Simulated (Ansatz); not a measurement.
A made-up structure of SiHBrO, closed shell:

O1  (0.246, -1.480, 1.124)
Si2  (0.169, -0.140, 0.095)
Br3  (-1.872, 0.995, -0.614)
H4  (1.457, 0.625, -0.604)
(Å)

It is relaxed with PBE-D4/def2-SVP and then PBE0-D4/def2-TZVP (Ansatz 0.2.0). Atoms count as bonded within 1.22 times the sum of their covalent radii (H–H: 0.88 Å). The end point is not checked to be a true minimum.

(1) Does its bonding change? (A judgement: the text doesn't fix the answer.)

Results:

(1) By the calculation: No: no bond forms or breaks.

Where it ends: The first stage lowers the energy by 0.88 eV in 5 steps. It ends as SiHBrO ([O][SiH][Br]):
```
4
angstrom
O 0.2202 -1.3214 1.0037
Si 0.1505 -0.1252 0.0844
Br -1.6713 0.8883 -0.5485
H 1.3005 0.5583 -0.5395
```

Labels in which every atom is bracketed show which atoms are joined, not bond orders.

For scale, one of the runs: PBE0-D4/def2-TZVP relaxation, 122 basis functions, launched by `ansatz run in.yaml --threads 2 --pin off --events-out ev --progress --plain --max-ram 4352MiB`. The run took about 11 s on 2 CPU threads of an Arm Neoverse V2 (shared host).
